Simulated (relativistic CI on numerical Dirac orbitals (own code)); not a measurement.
A reference radial Dirac CI calculation of Li gave the lowest total energy -7.43275 Ha in 8 SCF steps, from this input:

```
atom Li  Z=3  charge=0  electrons=3
nucleus A=7  rms_radius_fm=2.4440
hamiltonian dirac-coulomb  breit=on  qed=on  c_scale=1
orbitals kli  potential=per-configuration
slater_scale 1
correlation none
mixing on
grid step=0.0125 r_max=62.6
scf mixing=0.4 start=green max_iterations=150 tolerance=2e-08 node_fill=0.05
configurations
  [He] 2s
end
```

One setting was then changed (and the iteration limit cut to 75), and the output read:

```
SCF 1: [He] 2s
 iter      energy (Ha)   residual   last orbital (Ha)
      2s not found; potential halved back
error: SCF of 1s2 2s stopped: an orbital could not be found
end: not converged
```

(1) Which setting was changed?
A. start potential
B. configuration list
C. grid step
D. SCF mixing

## Answers

(1) C. The grid step 0.3. This setting is bad on purpose; its numbers may not be properties of the ion.
